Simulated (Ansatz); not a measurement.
A series at B: from `SB(S)S`, ligands are replaced one by one, each step taking up H₂ and setting free H₂S; n counts the steps. Ansatz, PBE0-D4/def2-TZVP geometries. Each molecule was computed in one conformer, which needn't be the lowest.

```
n  molecule  HOMO energy, ωB97M-V/def2-TZVPP (eV)
0  `SB(S)S`                                 -9.68
1     `SBS`                                 -9.67
2      `BS`                                -10.67
3       BH₃                                     ?
```

By hand: fit a straight line y = ȳ + b (n − n̄) to the 3 given rows and predict n = 3.

n̄ = 1.000, ȳ = -10.007; Σ(n − n̄)(y − ȳ) = -0.990, Σ(n − n̄)² = 2.000, so b = -0.495 eV a step. Prediction: -10.007 + (-0.495) × (2.000) = -11.00 eV.

By hand: compare with the computed value, -12.31 eV, and give the steps along the whole series.

The line misses by -1.31 eV (computed minus predicted). Steps: 0.01, -1.00, -1.64 eV.

The steps change sign along the series, so a line is a poor guide. The highest orbital can change its character along such a series. The miss is 49.6 % of the series' range.
